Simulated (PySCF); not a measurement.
Species: C4H6B (charge +1).
SMILES: `Bc1c[c+]1C`

Theory: EOM-IP-CCSD/aug-cc-pVDZ in PySCF, restricted Hartree–Fock reference, frozen core, non-relativistic, gas phase, PBE0-D3(BJ)/def2-SVP geometry.

Hartree–Fock orbital energies give these Koopmans values (eV): HOMO 17.98, HOMO-1 18.66, HOMO-2 19.60, HOMO-3 19.64, HOMO-4 20.92.

Task: What vertical ionisation energies does EOM-IP-CCSD give?

Result: 
```json
{"leading hole (HF orbital)": "HOMO", "Koopmans (eV)": "17.98", "EOM-IP-CCSD (eV)": "17.63", "change (eV)": "-0.35", "one-hole share": "0.96"}
{"leading hole (HF orbital)": "HOMO-1", "Koopmans (eV)": "18.66", "EOM-IP-CCSD (eV)": "17.75", "change (eV)": "-0.91", "one-hole share": "0.96"}
{"leading hole (HF orbital)": "HOMO-2", "Koopmans (eV)": "19.60", "EOM-IP-CCSD (eV)": "18.59", "change (eV)": "-1.01", "one-hole share": "0.95"}
{"leading hole (HF orbital)": "HOMO-3", "Koopmans (eV)": "19.64", "EOM-IP-CCSD (eV)": "19.10", "change (eV)": "-0.54", "one-hole share": "0.95"}
{"leading hole (HF orbital)": "HOMO-4", "Koopmans (eV)": "20.92", "EOM-IP-CCSD (eV)": "19.91", "change (eV)": "-1.01", "one-hole share": "0.95"}
```

Task: Does the order of the lines follow the orbital energies?

Result: Yes, no two lines change places. The corrections run from -1.01 to -0.35 eV, with a mean of -0.76 eV over the 5 lines; no line lies above its Koopmans value.

Task: At what kinetic energies would He I light (21.22 eV) eject these electrons?

Result: 3.59 eV (HOMO), 3.47 eV (HOMO-1), 2.63 eV (HOMO-2), 2.12 eV (HOMO-3), 1.31 eV (HOMO-4).

Lines less than 0.15 eV apart could change places at a higher level. One root was sought for each valence orbital with −ε under 21 eV, eight at most, so deeper holes and satellites are missing; no vibrational structure.

Hardware: one thread of an Arm Neoverse V1, shared host. Cost: 8.3 min wall.

One conformer stands for the species.
